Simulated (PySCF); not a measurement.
SMILES C[N]C, doublet (B3LYP/def2-SVP optimised geometry):

```
9

C     -1.337    -0.607     0.000
N      0.095    -0.607     0.000
C      0.647     0.075     1.132
H     -1.748     0.427     0.000
H     -1.747    -1.092     0.912
H     -1.733    -1.136    -0.881
H      0.314    -0.382     2.090
H      0.315     1.136     1.175
H      1.748     0.059     1.107
```

Computed with unrestricted B3LYP/def2-TZVP run with PySCF.

### Question
What are the frontier orbital energies (α orbitals alone; a β orbital can be the lowest empty one) and the dipole moment?

### Answer
HOMO-2 -10.20 eV, HOMO-1 -7.44 eV, HOMO -6.86 eV, LUMO 0.95 eV, LUMO+1 2.01 eV; dipole moment 1.72 D.

Meta-Löwdin charges at B3LYP/def2-TZVP: C1 -0.23, N2 -0.21, C3 -0.23, H4 0.10, H5 0.11, H6 0.12, H7 0.10, H8 0.11, H9 0.12.
